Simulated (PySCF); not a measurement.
## Assigning NMR signals

Geometry:
```
atom   x (Å)   y (Å)   z (Å)
 Si1   0.307  -0.069   0.281
  C2   0.274  -0.090   2.130
  C3  -0.384  -1.020   2.832
  H4   0.816   0.702   2.659
  H5  -0.944  -1.820   2.336
  H6  -0.394  -1.019   3.928
  C7   1.983  -0.259  -0.472
  C8   3.071  -0.492   0.270
  H9   2.071  -0.192  -1.562
 H10   3.022  -0.570   1.362
 H11   4.064  -0.613  -0.178
 O12  -0.517   1.288  -0.360
 C13  -0.046   2.506  -0.071
 C14  -0.819   3.600  -0.740
 O15   0.905   2.666   0.655
 H16  -0.409   4.576  -0.457
 H17  -1.879   3.531  -0.454
 H18  -0.770   3.466  -1.830
 O19  -0.738  -1.341  -0.163
 C20  -0.936  -1.685  -1.446
 C21  -1.919  -2.808  -1.584
 O22  -0.376  -1.137  -2.359
 H23  -2.048  -3.066  -2.640
 H24  -2.882  -2.509  -1.144
 H25  -1.563  -3.681  -1.018
```

- PBE0-D3(BJ)/def2-SVP structure
- PBE0/pcSseg-1 with gauge-including orbitals
- run in PySCF
- non-relativistic Hamiltonian, in vacuum, fast rotation and ring inversion assumed for equivalent nuclei, single conformer

Shifts are taken against calculated references (same method and geometry level): ¹³C (σref 184.41), ¹H (σref 31.27) vs TMS.

Task: Assign these signals to the numbered atoms. ¹³C{¹H} NMR (computed): δ 176.1, 149.5, 138.7, 22.9.

Result: 
176.1 → C13/C20, carbon bonded to C, 2 O
149.5 → C3/C8, carbon bonded to C, 2 H
138.7 → C2/C7, carbon bonded to C, Si, H
22.9 → C14/C21, carbon bonded to C, 3 H

Task: Assign these signals to the numbered atoms. ¹H NMR (600 MHz, computed): δ 6.71 (t, 2H), 6.50 (d, 4H), 2.04 (s, 6H).

Result: 
| δ (ppm) | atoms | environment | reason |
| --- | --- | --- | --- |
| 6.71 | H4/H9 | hydrogen on a carbon bonded to C, Si | – |
| 6.50 | H5/H6/H10/H11 | hydrogen on a carbon bonded to C | – |
| 2.04 | H16/H17/H18/H23/H24/H25 | hydrogen on a carbon bonded to C | – |

Shifts are as computed. Against solution values, carbons near 30 ppm lie about +2 ppm off and those near 130 ppm about +5 ppm. Of 1313 compounds with measured shifts, 239 miss one by over three times the rms of a fit or turn the order of signals round; such compounds aren't used in these exercises. The averaged O atoms aren't alike in the static structure (σ from 95 to 114 ppm); the average presumes fast exchange among these sites. Multiplicities follow the n + 1 count of equivalent neighbours, as no J values were calculated; m marks all less simple cases, F and P coupling included.
